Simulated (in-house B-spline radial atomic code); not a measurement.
Configurations of Ru4+, with energies counted from [Kr] 4d4. Method: non-relativistic r2SCAN0, spin-polarised, spherical fractional occupations, point nucleus. Calculated with an all-electron radial atomic-structure program (B-spline basis). Shells without spins written out take the highest spin.

Caution: exact exchange at fractional occupations of open shells leaves self-interaction of up to several eV.

Occupations are held fixed; configurations that lie above the ionisation limit could autoionise.

```tsv
configuration	E - E(ref) (eV)	highest orbital	its <r> (bohr)
[Kr] 4d(1 up, 3 down)	6.024	4d up	1.374
[Kr] 4d3 5d1	36.826	5d up	3.407
[Kr] 4d3 4f1	38.795	4f up	2.691
[Ar] 3d10 4s2 4p5 4d4 5p1	66.596	5p up	2.632
[Ar] 3d10 4s2 4p5 4d4 5d1	77.692	5d up	3.376
[Ar] 3d10 4s2 4p(3 up, 2 down) 4d(1 up, 3 down) 5p(1 up, 0 down)	78.261	5p up	2.68
[Ar] 3d10 4s2 4p5 4d4 4f1	79.305	4f up	2.577
[Ar] 3d(5 up, 4 down) 4s2 4p6 4d(4 up, 0 down) 5f(1 up, 0 down)	342.21	5f up	4.982
```

(1) Order these further configurations by energy, lowest first.
A. [Ar] 3d9 4s2 4p6 4d4 5p1
B. [Ar] 3d9 4s2 4p6 4d4 4f1
C. [Ar] 3d10 4s2 4p5 4d4 5f1
D. [Kr] 4d3 5f1
E. [Kr] 4d(3 up, 0 down) 5p(1 up, 0 down)

(2) How far above the reference does [Kr] 4d(0 up, 3 down) 5d(1 up, 0 down) lie?

(3) How far above the reference does [Ar] 3d10 4s2 4p5 4d5 lie?

(4) How far above the reference does [Kr] 4d(2 up, 2 down) lie?

## Answers

(1) E (25.853 eV), D (47.113 eV), C (87.944 eV), A (320.57 eV), B (333.68 eV).

(2) 37.359 eV; its least bound orbital is 5d up with <r> = 3.473 bohr.

(3) 38.332 eV; its least bound orbital is 4d up with <r> = 1.329 bohr.

(4) 8.0053 eV; its least bound orbital is 4d up with <r> = 1.365 bohr.
